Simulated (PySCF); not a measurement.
H5PSi, charge +1, multiplicity 2. Atoms are numbered in the order given.

```xyz
7

Si    -1.1775    -0.0131     0.0000
P      1.1460     0.0708     0.0000
H     -1.5020     0.6850     1.2505
H     -1.5020     0.6850    -1.2505
H     -1.4055    -1.4703     0.0000
H      1.8520    -0.3893     1.1241
H      1.8520    -0.3893    -1.1241
```
Charge +1, spin multiplicity 2.

Geometry: B3LYP-D3(BJ)/def2-TZVP. The spin state was assumed, not searched.

Calculation: B3LYP-D3(BJ)/def2-TZVP run with PySCF.

Frequencies are harmonic and unscaled.

### Question
Give all harmonic wavenumbers and intensities. (An estimate is asked for; the answer gives what the named calculation found.)

### Answer

```json
[
 {"mode": "1", "ν (cm⁻¹)": "112", "IR (km/mol)": "1.1", "moving atoms (share of kinetic energy)": "H 99 %"},
 {"mode": "2", "ν (cm⁻¹)": "336", "IR (km/mol)": "3.0", "moving atoms (share of kinetic energy)": "H 92 %"},
 {"mode": "3", "ν (cm⁻¹)": "366", "IR (km/mol)": "11.1", "moving atoms (share of kinetic energy)": "P 45 %, Si 45 %, H 10 %"},
 {"mode": "4", "ν (cm⁻¹)": "389", "IR (km/mol)": "2.9", "moving atoms (share of kinetic energy)": "H 99 %"},
 {"mode": "5", "ν (cm⁻¹)": "575", "IR (km/mol)": "13.8", "moving atoms (share of kinetic energy)": "H 87 %"},
 {"mode": "6", "ν (cm⁻¹)": "651", "IR (km/mol)": "4.2", "moving atoms (share of kinetic energy)": "H 87 %"},
 {"mode": "7", "ν (cm⁻¹)": "838", "IR (km/mol)": "250.5", "moving atoms (share of kinetic energy)": "H 93 %"},
 {"mode": "8", "ν (cm⁻¹)": "918", "IR (km/mol)": "35.6", "moving atoms (share of kinetic energy)": "H 97 %"},
 {"mode": "9", "ν (cm⁻¹)": "924", "IR (km/mol)": "37.5", "moving atoms (share of kinetic energy)": "H 97 %"},
 {"mode": "10", "ν (cm⁻¹)": "1072", "IR (km/mol)": "19.6", "moving atoms (share of kinetic energy)": "H 95 %"},
 {"mode": "11", "ν (cm⁻¹)": "2252", "IR (km/mol)": "1.9", "moving atoms (share of kinetic energy)": "H 99 %"},
 {"mode": "12", "ν (cm⁻¹)": "2302", "IR (km/mol)": "6.3", "moving atoms (share of kinetic energy)": "H 96 %"},
 {"mode": "13", "ν (cm⁻¹)": "2323", "IR (km/mol)": "6.6", "moving atoms (share of kinetic energy)": "H 95 %"},
 {"mode": "14", "ν (cm⁻¹)": "2466", "IR (km/mol)": "8.5", "moving atoms (share of kinetic energy)": "H 98 %"},
 {"mode": "15", "ν (cm⁻¹)": "2503", "IR (km/mol)": "12.4", "moving atoms (share of kinetic energy)": "H 96 %"}
]
```
